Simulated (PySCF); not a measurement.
# Two-component Hartree-Fock for C (carbon, neutral)

Start: [He] 2s2 2p2; 2p3/2 filled at m_j = +1/2, +3/2. Calculated with PySCF 2.14 in x2c-TZVPall-2c with one added diffuse shell each of s, p, d type (6s4p3d1f, 40 functions): generalised Hartree-Fock with the X2C-1e Hamiltonian and a Gaussian nucleus; one run each with spin-orbit coupling (SO) switched off, then screened by Boettger's factors. This is a chosen level, not necessarily the ground level.

```tsv
spinor shell	electrons	ε, spin-free (eV)	ε, screened SO (eV)	weight of nominal j (screened SO)	rms radius, screened SO (bohr)
1s1/2	2	-308.24	-308.24	1.000	0.312
2s1/2	2	-19.201	-19.202	1.000	1.76
2p3/2	2	-11.872	-11.871	0.832	1.92
```

| quantity | spin-free | screened SO |
| --- | --- | --- |
| E (hartree) | -37.70474 | -37.70465 |
| M_J | 2 | 2 |
| ⟨J²⟩ | 6.010 | 6.010 |
| ⟨L²⟩ | 2.005 | 2.005 |
| ⟨S²⟩ | 2.006 | 2.006 |

Each row is a mean over spinors that exchange with the open shell spreads, by up to 6.670 eV (2s1/2).

Rows whose weight is well below 1 are mixtures of j = l ± 1/2: exchange outweighs spin-orbit coupling there, and the label is only the starting occupation.

Without spin-orbit coupling the j labels of p, d and f shells carry no meaning; the spin-free column gives the mean over the occupied spinors of each nl shell.
